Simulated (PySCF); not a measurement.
Fractional electron number in Tc+ (technetium, charge +1)

The 5s alpha orbital of [Kr] 4d5 5s1 is emptied in steps (occupation f), with all orbitals relaxed, ending at [Kr] 4d5. All numbers are calculated (PySCF 2.14, scalar relativity through the core potential, in aug-cc-pVTZ-PP with ECP28MDF (6s6p5d3f2g, 88 functions)). The exact energy is a straight line in f; departures are measured from the line between the end points of the same method.

Task: Among PBE0, r2SCAN, LC-wPBE, which shows the largest delocalisation error (convex curve), and which is closest to linear?

Result: Most convex: r2SCAN (-0.777 eV at f = 0.5); closest to linear: LC-wPBE (-0.022 eV).

```json
{"f": "1", "PBE0 (eV)": "0.000", "r2SCAN (eV)": "0.000", "LC-wPBE (eV)": "0.000"}
{"f": "0.9", "PBE0 (eV)": "-0.225", "r2SCAN (eV)": "-0.280", "LC-wPBE (eV)": "-0.008"}
{"f": "0.7", "PBE0 (eV)": "-0.527", "r2SCAN (eV)": "-0.651", "LC-wPBE (eV)": "-0.019"}
{"f": "0.5", "PBE0 (eV)": "-0.630", "r2SCAN (eV)": "-0.777", "LC-wPBE (eV)": "-0.022"}
{"f": "0.3", "PBE0 (eV)": "-0.531", "r2SCAN (eV)": "-0.655", "LC-wPBE (eV)": "-0.020"}
{"f": "0.1", "PBE0 (eV)": "-0.228", "r2SCAN (eV)": "-0.281", "LC-wPBE (eV)": "-0.009"}
{"f": "0", "PBE0 (eV)": "0.000", "r2SCAN (eV)": "0.000", "LC-wPBE (eV)": "0.000"}
```

```json
{"method": "PBE0", "E(f=0) − E(f=1) (eV)": "15.381", "−ε at f=1 (eV)": "12.882", "−ε at f=0.5 (eV)": "15.371"}
{"method": "r2SCAN", "E(f=0) − E(f=1) (eV)": "15.627", "−ε at f=1 (eV)": "12.516", "−ε at f=0.5 (eV)": "15.615"}
{"method": "LC-wPBE", "E(f=0) − E(f=1) (eV)": "15.059", "−ε at f=1 (eV)": "14.970", "−ε at f=0.5 (eV)": "15.056"}
```

Reference removal energy between the ground levels: 15.26 eV (semi-empirical (NIST evaluation); NIST Atomic Spectra Database, ionization energies).
